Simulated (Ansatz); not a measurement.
# Ligand exchange: C2H5ClSi + AuOH → C2H6OSi + AuCl

Gas-phase species: C2H5ClSi `C=C[SiH2]Cl`, singlet; AuOH `[OH][Au]`, singlet; C2H6OSi `C=C[SiH2]O`, singlet; AuCl, singlet. The partners trade Cl for OH: Si–Cl and Au–OH bonds give way to Si–OH and Au–Cl.

Shapes, held fixed at every level: PBE0-D4/def2-TZVP. Flexible molecules stand in one conformer, not always the lowest. Programs: Ansatz 0.2.0. The zero-point and thermal change to 298 K, harmonic and unscaled (PBE0-D4/def2-TZVP), is +2.4 kJ/mol.

```tsv
level	kind	ΔH(298 K) (kJ/mol)	less CCSD(T)/def2-TZVPP
HF/def2-SVP	Hartree–Fock	-157.4	-40.7
SPW92/def2-TZVPP	LDA	-106.9	+9.8
PBE-D4/def2-TZVPP	GGA	-98.1	+18.6
r2SCAN-D4/def2-TZVPP	meta-GGA	-108.5	+8.2
r2SCAN0-D4/def2-TZVPP	global hybrid	-124.7	-8.0
wB97X-V/def2-TZVPP	range-separated hybrid	-121.3	-4.6
CCSD/def2-SVP	coupled cluster or CI	-113.6	+3.1
CCSD(T)/def2-TZVPP	coupled cluster or CI	-116.7	0.0
```

The highest level, CCSD(T)/def2-TZVPP, gives ΔH(298 K) = -116.7 kJ/mol; the levels span -157.4 to -98.1. The column of differences is taken from that level and isn't an error. No measured value is set beside it here. For atoms past krypton def2 sets carry core potentials with scalar relativity. Outer-core shells of Au are correlated, in sets that cover them unevenly.
